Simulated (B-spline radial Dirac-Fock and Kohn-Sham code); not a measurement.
## Two-hole binding energies of Rb³⁺

System: Rb³⁺, configuration [Ar] 3d10 4s2 4p4.

The run's input, task.json:

```json
{"items": [{
  "Z": 37,
  "q": 3,
  "cfg": [[1, 0, 2], [2, 0, 2], [2, 1, 6], [3, 0, 2], [3, 1, 6], [3, 2, 10], [4, 0, 2], [4, 1, 4]],
  "A": 85,
  "rrms": 4.2036,
  "do": ["binding", "quiet", "double"]
}]}
```

Launch: `python xray_run.py task.json out`

Method: multi-electron Dirac-Fock with separately optimised hole states, Breit and Lamb-shift corrections added in first order. Computed with a B-spline atomic structure program. U is the two-hole binding energy less the two single-hole energies, the effective repulsion of the holes after relaxation. Each two-hole energy is an average over J within one jj subconfiguration.

| holes | E(a) (eV) | E(b) (eV) | E(ab) (eV) | U (eV) |
| --- | --- | --- | --- | --- |
| 1s⁻² | 15244.8 | 15244.8 | 31043.8 | 554.3 |
| 1s⁻¹ 3p1/2⁻¹ | 15244.8 | 295.1 | 15585.4 | 45.6 |
| 1s⁻¹ 3d3/2⁻¹ | 15244.8 | 155.2 | 15439.0 | 39.0 |
| 1s⁻¹ 3d5/2⁻¹ | 15244.8 | 153.8 | 15437.2 | 38.7 |
| 2s⁻² | 2116.4 | 2116.4 | 4323.4 | 90.7 |
| 2s⁻¹ 2p1/2⁻¹ | 2116.4 | 1910.2 | 4110.2 | 83.6 |
| 2p1/2⁻² | 1910.2 | 1910.2 | 3930.7 | 110.3 |
| 2s⁻¹ 3p1/2⁻¹ | 2116.4 | 295.1 | 2451.7 | 40.3 |
| 2p1/2⁻¹ 3s⁻¹ | 1910.2 | 369.8 | 2320.1 | 40.2 |
| 2s⁻¹ 3d3/2⁻¹ | 2116.4 | 155.2 | 2311.8 | 40.2 |
| 2s⁻¹ 3d5/2⁻¹ | 2116.4 | 153.8 | ? | ? |
| 2p1/2⁻¹ 3d5/2⁻¹ | 1910.2 | 153.8 | 2104.5 | 40.5 |
| 3d3/2⁻² | 155.2 | 155.2 | 343.8 | 33.3 |
| 3d3/2⁻¹ 3d5/2⁻¹ | 155.2 | 153.8 | 342.8 | 33.8 |

Q: Give the missing two-hole energy and U.

A: E(ab) = 2310.1 eV and U = 40.0 eV.

Run: 61 s of CPU time on 1 thread of Intel(R) Xeon(R) Platinum 8259CL CPU @ 2.50GHz (shared host), peak memory 0.44 GiB.
